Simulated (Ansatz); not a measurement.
```yaml
crystal:
  periodic: [true, true, true]
  atoms:
    - {symbol: C, position_ang: [-0.236064, 1.796547, 0.355260]}
    - {symbol: Si, position_ang: [0.089538, 0.613244, -1.263865]}
    - {symbol: Se, position_ang: [1.716238, -1.067778, -0.556574]}
    - {symbol: Si, position_ang: [-0.071503, -1.980543, 1.119329]}
    - {symbol: H, position_ang: [-0.774656, 1.353855, 1.186261]}
    - {symbol: H, position_ang: [0.592980, 2.363819, 0.379577]}
    - {symbol: H, position_ang: [-1.376926, 2.773654, -0.076946]}
    - {symbol: H, position_ang: [0.626099, 1.282786, -2.361009]}
    - {symbol: H, position_ang: [-0.868879, -0.186298, -1.603794]}
    - {symbol: H, position_ang: [-0.286278, -1.349651, 1.919351]}
    - {symbol: H, position_ang: [1.121844, -3.225024, 1.319648]}
    - {symbol: H, position_ang: [-1.104354, -2.494713, 0.225585]}
basis:
  gaussian: {orbitals: def2-mTZVPP}
total_charge: 1
magnetization: {spin_polarized: true, initial_magnetization: 1}
hamiltonian: {xc: {name: PBEsol}, dispersion: d4}
output: {forces: true}
```

```sh
$ ansatz run in.yaml --threads 4 --pin off --events-out ev --progress --plain --max-ram 10444MiB
```

Q: How does Ansatz answer? (An estimate is asked.)

A: Ansatz gave: The program refused the input.
```
Error: YAML parse error: error: line 2 column 3: crystal: missing field `lattice` (a structure is typed as `lattice` and `atoms`, a molecule's as `atoms` in Å alone, or read from a run's directory, `checkpoint`)
 --> <input>:2:3
1 | crystal:
2 |   periodic: [true, true, true]
3 |   atoms:
4 |     - {symbol: C, position_ang: [-0.236064, 1.796547, 0.355260]}
```
